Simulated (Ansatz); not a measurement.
Species: sum formula Si2H2F3 (charge 0, doublet). It need not be the lowest isomer of its formula. 
Coordinates optimised at B3LYP-D3(BJ)/def2-TZVP (Ansatz, a program for electronic structure):
```xyz
7

F     -2.1421     0.8886    -0.6285
Si    -1.3849    -0.2534     0.2115
Si     0.9378    -0.0862    -0.3517
F      1.6664    -1.3699     0.2880
F      1.5649     1.1872     0.4003
H     -1.8907    -1.5723    -0.2244
H     -1.6536    -0.0265     1.6496
```
Charge 0, spin multiplicity 2.

Atomisation energy built up term by term with Ansatz (kcal/mol; UHF references for open shells; valence terms freeze the core; atomic spin-orbit terms are left out). Basis-set limits of correlation are two-point, X^-3; Hartree-Fock from the larger set.

```
term                                            basis  kcal/mol
-----------------------  ----------------------------  --------
Hartree-Fock                              cc-pV(Q+d)Z    458.30
CCSD correlation         CBS(cc-pV(T+d)Z,cc-pV(Q+d)Z)    144.49
(T)                      CBS(cc-pV(T+d)Z,cc-pV(Q+d)Z)     10.60
core correlation                            cc-pwCVTZ     -0.14
scalar relativity (X2C)    cc-pVTZ-DK against cc-pVTZ     -1.87
sum: De                                                   611.4
```

(T) makes 1.7 % of the CCSD(T) atomisation energy; under 5 % is typical of single-reference molecules.
